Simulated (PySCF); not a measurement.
AsF₂H₃Si, SMILES F[SiH](F)[AsH2]. Geometry: PBE-D3(BJ)/def2-SVP. This is a generated structure with no PubChem entry under its InChIKey; it may be hypothetical.

### Question
Give the equilibrium geometry at PBE-D3(BJ)/def2-SVP (PySCF confirms it by a frequency run) as a Z-matrix, and its point group. (An estimate is asked for; the answer gives what the named calculation found.)

### Answer
point group Cs.
```
Si
F 1 1.6323
F 1 1.6323 2 107.26
H 1 1.4974 2 107.50 3 -115.36
As 1 2.3651 4 117.90 2 122.40
H 5 1.5423 1 89.11 4 45.54
H 5 1.5423 6 91.06 1 89.09
```
